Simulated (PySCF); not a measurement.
Problem. Write Cartesian coordinates for `FB(F)[C@@H]1CCS1` as optimised with PBE0-D3(BJ)/def2-SVP.

Solution. 
```
atom  x, y, z in Å
F1     1.1093   -1.8030    0.7426
B2     1.6001   -0.6869    0.2203
F3     2.8507   -0.7219   -0.2059
C4     0.7308    0.5962    0.0884
C5    -0.6727    0.5477    0.7045
C6    -1.3405   -0.2114   -0.4485
S7     0.0184    0.2402   -1.6095
H8     1.2809    1.5455    0.1439
H9    -1.0883    1.5623    0.7863
H10   -0.7398    0.0621    1.6907
H11   -1.3785   -1.2999   -0.2980
H12   -2.3275    0.1483   -0.7696
```

Any rigid rotation of these coordinates is as good. Atoms count from 1 in this order. Of the pairs four or more bonds apart, F1···C6 is among the closest relative to their van der Waals radii: 3.15 Å, 100 % of the sum of Bondi's values. B2 (three-coordinate boron) is planar (angles 121.6°, 121.4° and 117.1°, sum 360.0°, 0.01 Å off the plane of its three neighbours). The 2 C–S bonds span 1.844 Å (C6–S7, drawn single) to 1.875 Å (C4–S7, drawn single), a spread of 0.031 Å. The 4-membered ring C4–C5–C6–S7 has internal angles of 75.9° to 96.4° (sum 355°, against 360° for a flat polygon); it is puckered, 0.13 Å rms from its mean plane, widest ring torsion 19°.

Bonds between heavy atoms (Å): F1–B2 1.326, B2–F3 1.322, B2–C4 1.555, C4–C5 1.534, C5–C6 1.533, C6–S7 1.844, C4–S7 1.875.

Method: PBE0-D3(BJ)/def2-SVP geometry optimisation, gas phase in PySCF 2.14.0.

Point group: C1 (no symmetry element, even within 0.4 Å). Stationary, but not proved a minimum. One conformer, not necessarily the lowest (F1–B2–C4–C5 5°, B2–C4–C5–C6 -80°, C4–C5–C6–S7 -19°, C5–C6–S7–C4 16°, B2–C4–S7–C6 101°).

Hardware: one thread, Arm Neoverse V1 (aarch64), on a shared host. Cost: 86 s wall, 0.50 GiB resident at most. This is the geometry optimisation.
